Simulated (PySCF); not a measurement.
## V: ionisation energy

V [Ar] 3d3 4s2 (4F) → V⁺ [Ar] 3d4 (5D), as a difference of total energies. All numbers are calculated (PySCF 2.14, scalar relativity by spin-free X2C-1e, in Sapporo-DKH3-DZP-2012). Correlated levels: valence: [Ar] frozen. The calculations carry no spin-orbit coupling.

```
           method  ionisation energy (eV)  error (eV)
              UHF                   6.137      -0.595
             BP86                   6.615      -0.117
            B3LYP                   6.793      +0.061
    MP2 (valence)                   6.517      -0.215
SCS-MP2 (valence)                   6.968      +0.236
```

Reference: 6.732 eV (measured; NIST levels, between the centres of gravity of the two terms).

Errors of the correlated levels include the incompleteness of this basis and the frozen core.
